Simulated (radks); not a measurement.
Charge is removed step by step from the 5d down level of the bismuth ion Bi2+, starting from [Xe] 4f14 5d(up 5, down 5) 6s2 6p1. Method: scalar-relativistic Kohn-Sham, SCAN, spin-polarised, spherical densities, finite nucleus; open shells are filled with parallel spins first (spin-orbit coupling, left out, can overturn this in heavy ions); meta-GGA in the generalised Kohn-Sham scheme; Fermi nuclear charge, rms radius 5.5211 fm; computed with a radial shooting solver on a logarithmic mesh with Libxc functionals.

| removed (e) | E - E(0) (eV) | eigenvalue (eV) | E minus straight line (eV) |
|---|---|---|---|
| 0 | 0.000 | -45.104 | 0.000 |
| 0.25 | 11.714 | -48.701 | -1.378 |
| 0.5 | 24.343 | -52.360 | -1.842 |
| 0.75 | 37.887 | -56.077 | -1.389 |
| 1 | 52.369 | -59.851 | 0.000 |

Removing the whole electron costs 52.369 eV by Delta-SCF, against 45.104 eV from minus the eigenvalue at the starting occupation. Slater's transition state (half an electron removed) gives 52.360 eV. Integrating minus the eigenvalue over the occupation (Janak's theorem) gives 52.399 eV. In this scalar-relativistic scheme the density is built from large components alone, so the theorem holds only approximately. The mean slope of the eigenvalue, de/dn, is 14.7 eV per electron.
